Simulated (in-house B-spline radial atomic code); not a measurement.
Checks on a self-consistent run for Ce¹⁸⁺, [Kr] 4d4. Level of theory: Dirac-Hartree-Fock, average of configuration, Fermi nucleus of rms radius 4.8771 fm; calculated with a radial B-spline atomic code at the basis-set limit.

```
orbital    q       ε (Eh)    <1/r>         <r²>  small-component weight
  1s1/2    2  -1511.27102  63.3407  0.000820612                0.046098
  2s1/2    2   -259.60123  14.9603    0.0129651                0.010046
  2p1/2    2   -245.42521  14.9004   0.00954439                0.010038
  2p3/2    4   -228.94855   13.508     0.010795               0.0094408
  3s1/2    2    -69.81658  5.44232    0.0869964               0.0031271
  3p1/2    2    -63.80171  5.34589    0.0820373               0.0030575
  3p3/2    4    -60.45184  5.00334    0.0891416               0.0029003
  3d3/2    4    -50.08401  4.84891    0.0729952               0.0027541
  3d5/2    6    -49.37260  4.76158    0.0750175               0.0027071
  4s1/2    2    -25.81196  2.34593     0.413087               0.0010445
  4p1/2    2    -23.31978  2.26134     0.430012              0.00099116
  4p3/2    4    -22.49308  2.15955     0.458028              0.00094989
  4d3/2  1.6    -18.70721  2.01346     0.489664              0.00085092
  4d5/2  2.4    -18.54949  1.98823     0.498871              0.00083924
```

Electron-electron repulsion V_ee = 2520.0974 hartree.

(1) What total energy follows from the eigenvalues?

(2) Does the Dirac virial theorem hold?

(3) What diamagnetic shielding (Lamb formula) and susceptibility (Langevin formula) do the radii give?

Results:

(1) The eigenvalues count the repulsion twice, so E = Σqε - V_ee = -6216.691 - 2520.097 = -8736.788 hartree; the run printed -8736.788.

(2) For a point nucleus E = -2c²Σq·w, with w the small-component weight. Here Σq·w = 0.2326 and c = 137.0360, so the ratio E/(-2c²Σq·w) is 1.000087; the finite nucleus accounts for the departure from 1.

(3) σ = (α²/3)Σq<1/r> = 355.836/(3·137.036²) = 6316.2 ppm, and χ = -0.79199×10⁻⁶·Σq<r²> = -5.564×10⁻⁶ cm³/mol with Σq<r²> = 7.0256 bohr². Both are non-relativistic formulas without the paramagnetism of open shells; for so heavy an element the full relativistic shielding is larger by tens of per cent.
